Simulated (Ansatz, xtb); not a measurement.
# C4H3BN2S: which of two isomers lies lower

We compare a, `Bc1cnc(C#N)s1`, a singlet, with b, `Bc1nc(C#N)cs1`, a singlet. Both are isolated molecules in the gas phase, relaxed with PBE-D3(BJ)/def2-SVP; the shapes shown needn't be the lowest conformers.

a (Å):

```xyz
11

C     0.7507   -0.0251   -0.6768
C     0.8372    0.6017    0.5801
C     2.1650   -1.0889    1.0299
C     3.0399   -1.9393    1.7652
B    -0.0450    0.4103   -1.9097
N     1.6144    0.0184    1.5201
N     3.7635   -2.6574    2.3484
S     1.7422   -1.4589   -0.6264
H    -0.7042    1.4279   -1.8341
H    -0.0237   -0.2380   -2.9354
H     0.3023    1.5341    0.8171
```

b (Å):

```xyz
11

C     0.6117    0.1350   -0.6906
C     1.8407   -0.9975    0.7836
C     2.1676   -2.1311    1.5984
C     2.6136    0.1774    0.7533
B    -0.4954    0.5113   -1.6912
N     0.7409   -1.0021   -0.0192
N     2.4567   -3.0451    2.2744
S     1.9198    1.2959   -0.3230
H    -1.3716   -0.2911   -1.9255
H    -0.4700    1.6016   -2.2255
H     3.5299    0.3810    1.3209
```

Quicker runs give these differences E(b) − E(a): GFN2-xTB +5.43 kJ/mol; HF/STO-3G +3.85 kJ/mol (at GFN2-xTB geometries); r2SCAN-D4/def2-SVP +9.84 kJ/mol (at GFN2-xTB geometries).

Estimate E(b) − E(a) at the level CCSD(T)/def2-SVP + ΔMP2/def2-TZVPP.

Too close to call at this level: CCSD(T)/def2-SVP + ΔMP2/def2-TZVPP gives E(b) − E(a) = +5.66 kJ/mol.

The same difference at several levels:

```json
{"level": "GFN2-xTB", "geometry": "GFN2-xTB", "E(b) − E(a) (kJ/mol)": "+5.43", "departure from the last row (kJ/mol)": "−0.23", "job, with rough time for the two": "optimisation, 1 s"}
{"level": "HF/STO-3G", "geometry": "GFN2-xTB", "E(b) − E(a) (kJ/mol)": "+3.85", "departure from the last row (kJ/mol)": "−1.82", "job, with rough time for the two": "single point, 3.4 s"}
{"level": "r2SCAN-D4/def2-SVP", "geometry": "GFN2-xTB", "E(b) − E(a) (kJ/mol)": "+9.84", "departure from the last row (kJ/mol)": "+4.17", "job, with rough time for the two": "single point, 13 s"}
{"level": "PBE-D3(BJ)/def2-SVP", "geometry": "PBE-D3(BJ)/def2-SVP", "E(b) − E(a) (kJ/mol)": "+9.11", "departure from the last row (kJ/mol)": "+3.44", "job, with rough time for the two": "optimisation, 1.9 min"}
{"level": "HF/def2-SVP", "geometry": "PBE-D3(BJ)/def2-SVP", "E(b) − E(a) (kJ/mol)": "+5.77", "departure from the last row (kJ/mol)": "+0.11", "job, with rough time for the two": "part of the CCSD(T) run"}
{"level": "MP2/def2-SVP", "geometry": "PBE-D3(BJ)/def2-SVP", "E(b) − E(a) (kJ/mol)": "+9.70", "departure from the last row (kJ/mol)": "+4.04", "job, with rough time for the two": "part of the CCSD(T) run"}
{"level": "CCSD(T)/def2-SVP", "geometry": "PBE-D3(BJ)/def2-SVP", "E(b) − E(a) (kJ/mol)": "+7.69", "departure from the last row (kJ/mol)": "+2.03", "job, with rough time for the two": "single point"}
{"level": "CCSD(T)/def2-SVP + ΔMP2/def2-TZVPP", "geometry": "PBE-D3(BJ)/def2-SVP", "E(b) − E(a) (kJ/mol)": "+5.66", "departure from the last row (kJ/mol)": "", "job, with rough time for the two": "single point, 4 min"}
```

As drawn, both hold the same kinds of bond in the same numbers.

The largest departure from CCSD(T)/def2-SVP + ΔMP2/def2-TZVPP is that of r2SCAN-D4/def2-SVP, 4.17 kJ/mol. The last row adds to CCSD(T) the change of the MP2 difference between the two basis sets, here −2.03 kJ/mol.

With thermal terms from frequencies at re-optimised GFN2-xTB minima (ideal gas, soft modes damped towards free rotors, one conformer each, 298.15 K, 1 atm): the zero-point term adds −0.79 kJ/mol; ΔH is +4.96 and ΔG +4.76 kJ/mol.

The correlated steps freeze 12 core orbitals. Programs: Ansatz 0.2.0, xtb 6.7.1; the last row on 2 threads of Intel(R) Xeon(R) Processor @ 2.50GHz (Skylake/Cascade Lake) on a shared host.
